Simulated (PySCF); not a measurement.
# Correlation energy of Hg²⁺ (mercury, charge +2)

[Xe] 4f14 5d10, closed-shell 1S. All numbers are calculated (PySCF 2.14, scalar relativity by spin-free X2C-1e, in x2c-TZVPPall (11s7p7d3f1g, 97 functions)). Frozen: [Kr] 4d10 4f14; 18 electrons correlated.

| level | correlation energy (mhartree) |
| --- | --- |
| CCSD | -501.95 |
| (T) | -11.32 |
| CCSD(T) | -513.27 |

Diagnostics: T1 = 0.0043, D1 = 0.0079, largest double amplitude 0.019.

Cost of the coupled-cluster step: of the order of 10 core-seconds, for 18 correlated electrons.

This basis was not built for core-valence correlation, so the inner-shell part is incomplete.
